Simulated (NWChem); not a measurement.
Molecule: GeSiH5OCl; SMILES [OH][GeH2][SiH2]Cl

```xyz
9

O      1.5732     1.0780     0.4011
Ge    -0.1469     1.2482    -0.1267
Si    -1.0713    -0.9391     0.2422
Cl     0.5832    -2.1802    -0.1703
H      1.8538     0.1555     0.2303
H     -0.2323     1.6457    -1.6319
H     -0.7477     2.3690     0.7588
H     -1.4801    -1.1846     1.6671
H     -2.1949    -1.3404    -0.6720
```
Atoms are numbered in this order, from 1.

Computed with NWChem. Pople sets run with spherical d functions. Structure relaxed at the PBE-D3(BJ)/def2-SVP level. Level PBE/6-31G*: energy and gradient on several grids; changes count from the extra-fine grid, which is no exact limit either.

Problem. Which is the coarsest grid (xcoarse; medium; xfine; fine; coarse) from which on the energy stays within 50 μHa and each gradient component within 100 μHa/bohr of xfine?

Solution. fine.
| grid | size of the energy change (μHa) | largest change of a gradient component (μHa/bohr) | time, medium = 1 (rough) |
|---|---|---|---|
| xcoarse | 4000 | 4000 | about 1 |
| coarse | 50 | 1000 | about 1 |
| medium | < 10 | 300 | about 1 |
| fine | < 10 | < 30 | about 1 |
| xfine | < 10 | < 30 | 2 |
